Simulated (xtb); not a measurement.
Al(All)(H)(OMe) (C4H9AlO), SMILES [AlH]([CH2]C=C)[O]C. All values are semi-empirical tight-binding results from xtb (GFN2-xTB unless named), good for trends rather than for accurate numbers. Geometry optimised at GFN2-xTB. The structure was generated by enumeration; whether it is a known compound was not checked. One conformer was computed; it need not be the lowest.

For metal compounds this method's bond lengths and energies can be far off.

Computed properties:
```
Item                                          Result
-------------------------------------  -------------
orbital gap                                  3.82 eV
zero-point energy                      71.7 kcal/mol
G − E(el) at 298.15 K (modified RRHO)  49.8 kcal/mol
```
